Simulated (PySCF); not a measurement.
**Electronic structure of Zr (zirconium, neutral) at the UHF level**

Configuration: [Kr] 4d4, high-spin 5D determinant (an excited configuration). Computed with PySCF 2.14 in aug-cc-pVTZ-PP with one added diffuse shell each of s, p, d, f, g type with ECP28MDF (7s7p6d4f3g, 113 functions), with scalar relativity through the core potential.

```
Total energy                                                  : -46.214203 hartree
One-electron energy                                           : -79.0379 hartree
Hartree (Coulomb) energy                                      : 38.3700 hartree
Exchange energy                                               : -5.5464 hartree
⟨S²⟩                                                          : 6.0055
⟨L²⟩                                                          : 6.038
Sum of ⟨r⟩                                                    : 21.48 bohr
Sum of ⟨r²⟩                                                   : 51.99 bohr²
Traceless quadrupole moment −½Σ⟨3z² − r²⟩ along its main axis : -2.52 e·bohr²
```

| shell | electrons | mean orbital energy (hartree) | spread (hartree) | rms radius, mean of both spins (bohr) |
| --- | --- | --- | --- | --- |
| 4s α | 1 | -2.38045 | 0 | 1.32 |
| 4s β | 1 | -2.27213 | 0 | 1.32 |
| 4p α | 3 | -1.42021 | 0.01875 | 1.50 |
| 4p β | 3 | -1.25877 | 0.03196 | 1.50 |
| 4d α | 4 | -0.17526 | 0.03717 | 2.96 |

Energies and moments cover only the electrons outside the core potential.
